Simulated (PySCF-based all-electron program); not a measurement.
Forces on InHOF2, singlet in several shapes

All-electron Kohn–Sham DFT on the free molecule, computed near the basis limit with an in-house program on PySCF integrals; Koelling–Harmon scalar relativity, no spin–orbit coupling, spin-restricted. Forces are good to about 0.019 eV/Å. Atoms are numbered as listed.

Shape A:

```xyz
5

In    0.0000    0.0000    0.0000
O     0.0000    0.0000    1.9860
F     1.6656    0.0000   -1.0408
F    -1.6473    0.0000   -1.0454
H     0.9235    0.0000    2.2986
```

PBE forces:

```csv
atom,Fx,Fy,Fz (eV/Å)
In1,-0.020,0.000,-0.054
O2,0.130,0.000,-0.010
F3,-0.057,0.000,0.038
F4,0.056,0.000,0.031
H5,-0.109,0.000,-0.005
```

(1) What forces does r2SCAN give in shape A?

Shape B:

```xyz
5

In    0.0000    0.0000    0.0000
O     0.0000    0.0000    2.1846
F     1.6656    0.0000   -1.0408
F    -1.6473    0.0000   -1.0454
H     0.9235    0.0000    2.4972
```

Against shape A, In1–O2 goes from 1.986 to 2.185 Å.

PBE forces:

| atom | Fx | Fy | Fz (eV/Å) |
| --- | --- | --- | --- |
| In1 | 0.146 | 0.000 | 2.090 |
| O2 | -0.131 | 0.000 | -2.101 |
| F3 | -0.113 | 0.000 | 0.117 |
| F4 | 0.074 | 0.000 | 0.110 |
| H5 | 0.024 | 0.000 | -0.216 |

(2) What forces does r2SCAN give in shape B?

Shape C:

```xyz
5

In    0.0000    0.0000    0.0000
O     0.0000    0.0000    1.7874
F     1.6656    0.0000   -1.0408
F    -1.6473    0.0000   -1.0454
H     0.9235    0.0000    2.1000
```

Against shape A, In1–O2 goes from 1.986 to 1.787 Å.

PBE forces:

```
atom      Fx     Fy  Fz (eV/Å)
 In1  -0.325  0.000     -6.064
  O2   0.548  0.000      5.903
  F3   0.048  0.000     -0.090
  F4   0.001  0.000     -0.108
  H5  -0.271  0.000      0.360
```

(3) What forces does r2SCAN give in shape C?

## Answers

(1) The forces move by 0.422 eV/Å (r.m.s. over the atoms) from PBE.

```tsv
atom	Fx	Fy	Fz (eV/Å)
In1	-0.032	0.000	-0.152
O2	0.562	0.000	-0.278
F3	-0.451	0.000	0.287
F4	0.448	0.000	0.274
H5	-0.527	0.000	-0.130
```

(2) The forces move by 0.429 eV/Å (r.m.s. over the atoms) from PBE.

```tsv
atom	Fx	Fy	Fz (eV/Å)
In1	0.138	0.000	1.995
O2	0.303	0.000	-2.373
F3	-0.517	0.000	0.369
F4	0.477	0.000	0.360
H5	-0.401	0.000	-0.350
```

(3) The forces move by 0.411 eV/Å (r.m.s. over the atoms) from PBE.

```tsv
atom	Fx	Fy	Fz (eV/Å)
In1	-0.341	0.000	-6.257
O2	0.978	0.000	5.733
F3	-0.337	0.000	0.155
F4	0.382	0.000	0.129
H5	-0.682	0.000	0.240
```
